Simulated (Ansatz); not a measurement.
Geometry optimisation, RKS PBE-D4/def2-SVP (Ansatz).

Input file:

```yaml
crystal:
  periodic: [false, false, false]
  atoms:
    - { symbol: Ge, position_ang: [0.225969, -0.072433, -0.061018] }
    - { symbol: H, position_ang: [0.157784, -0.046781, 1.491008] }
    - { symbol: H, position_ang: [1.705878, 0.040659, -0.517854] }
    - { symbol: F, position_ang: [-0.555504, 1.402702, -0.616644] }
    - { symbol: H, position_ang: [-0.503819, -1.285738, -0.672677] }
    - { symbol: F, position_ang: [-2.320145, -0.179685, 1.288031] }
    - { symbol: H, position_ang: [-1.657764, 0.256576, 1.779055] }
basis:
  gaussian: { orbitals: def2-SVP }
hamiltonian:
  xc: pbe
  dispersion: d4
relax:
  f_tol: 0.03
  max_steps: 50
```

Run as:

```bash
$ ansatz run input.yaml --threads 1 --pin off --max-ram 2048MiB --backend cpu --events-out ev --progress --plain --runs-dir out
```

Problem. Where does it end, and by what steps?

Solution. The forces met the threshold. After 12 steps the energy has fallen by 0.358 eV; H7 moved furthest, 0.94 Å.

```json
{"step": "0", "energy less start (eV)": "0.0000", "largest force component (eV/Å)": "0.271", "accepted": "yes"}
{"step": "1", "energy less start (eV)": "-0.0172", "largest force component (eV/Å)": "0.343", "accepted": "yes"}
{"step": "2", "energy less start (eV)": "0.0639", "largest force component (eV/Å)": "2.230", "accepted": "no"}
{"step": "3", "energy less start (eV)": "-0.0312", "largest force component (eV/Å)": "0.324", "accepted": "yes"}
{"step": "4", "energy less start (eV)": "-0.0415", "largest force component (eV/Å)": "0.653", "accepted": "yes"}
{"step": "5", "energy less start (eV)": "-0.0584", "largest force component (eV/Å)": "1.216", "accepted": "yes"}
{"step": "6", "energy less start (eV)": "-0.0878", "largest force component (eV/Å)": "1.897", "accepted": "yes"}
{"step": "7", "energy less start (eV)": "-0.1696", "largest force component (eV/Å)": "1.472", "accepted": "yes"}
{"step": "8", "energy less start (eV)": "-0.2750", "largest force component (eV/Å)": "1.177", "accepted": "yes"}
{"step": "9", "energy less start (eV)": "-0.3337", "largest force component (eV/Å)": "0.529", "accepted": "yes"}
{"step": "10", "energy less start (eV)": "-0.3532", "largest force component (eV/Å)": "0.228", "accepted": "yes"}
{"step": "11", "energy less start (eV)": "-0.3565", "largest force component (eV/Å)": "0.090", "accepted": "yes"}
{"step": "12", "energy less start (eV)": "-0.3575", "largest force component (eV/Å)": "0.013", "accepted": "yes"}
```

```xyz
7
Properties=species:S:1:pos:R:3
Ge 0.315 -0.188 0.064
H 0.682 -0.439 1.540
H 1.533 0.265 -0.779
F -0.750 1.263 0.040
H -0.478 -1.324 -0.611
F -2.290 -0.102 1.466
H -1.959 0.640 0.970
```

Whether the end is a true minimum wasn't checked by a vibrational analysis.

The run took 25 s on 1 thread of Arm Neoverse V2, on a shared host, peak memory 0.14 GiB.
